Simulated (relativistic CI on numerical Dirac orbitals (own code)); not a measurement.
## Hyperfine structure of Lu⁴⁴⁺, mass number 176

Computed by Dirac-Coulomb-Breit CI, orbitals from a KLI potential per configuration, a model potential for QED, unscaled Slater integrals (own radial code, finite nucleus).

Configuration list (outside the closed core [Ne]): 3s²3p⁶3d⁹, 3s²3p⁵3d¹⁰, 3s3p⁶3d¹⁰, 3s²3p⁶3d⁸4s, 3s²3p⁶3d⁸4p, 3s²3p⁴3d¹⁰4s, 3s²3p⁶3d⁸4d, 3s²3p⁴3d¹⁰4p, 3s²3p⁵3d⁹4s, 3s²3p⁶3d⁸4f, 3s²3p⁴3d¹⁰4d, 3s3p⁵3d¹⁰4s, 3s²3p⁵3d⁹4p, 3s3p⁵3d¹⁰4p, 3s²3p⁶3d⁷4s², 3s²3p⁵3d⁹4d. Levels of other configurations are missing.

Nuclear spin I = 7, μ = 3.16 μN, Q = 4.92 b (tables of Stone and Pyykkö). The electronic factors are computed for point nuclear moments, without core polarisation or the Bohr-Weisskopf and QED corrections.

```csv
Level,E (eV),A (GHz),B (GHz)
3s²3p⁶3d⁹ ²D5/2,0.00,14.68,-328
3s²3p⁶3d⁹ ²D3/2,54.47,37.27,-266
3s²3p⁵3d¹⁰ ²P°3/2,416.02,71.91,-1550
3s²3p⁵3d¹⁰ ²P°1/2,667.75,607.2,
3s3p⁶3d¹⁰ ²S1/2,891.38,1917,
3s²3p⁶3d⁸4s ⁴F9/2,1435.21,86.71,-228
3s²3p⁶3d⁸4s ²F7/2,1438.12,-57.07,-212
3s²3p⁶3d⁸4s ²D3/2,1445.94,-114,125
```

Levels with J = 0, under 50 % of one LS term, or S terms without an open s electron are left out. Small factors come from cancelling terms and can be off by tens of per cent or more.

At this charge energies of transitions that change n are usually good to better than 1 %, and those within a shell (Δn = 0) to a few per cent.

Q: Give the hyperfine levels of 3s²3p⁶3d⁹ ²D5/2 relative to its centre of gravity.

A: With K = F(F + 1) − I(I + 1) − J(J + 1), E = AK/2 + B[¾K(K + 1) − I(I + 1)J(J + 1)]/[2I(2I − 1)J(2J − 1)]: F = 9/2: -416, F = 11/2: -234.3, F = 13/2: -61.63, F = 15/2: 80.87, F = 17/2: 168.9, F = 19/2: 175 GHz.

LS names give the leading component of a level, which can be under half, so a name can repeat, a term be missing and a line seem to break the LS rules.
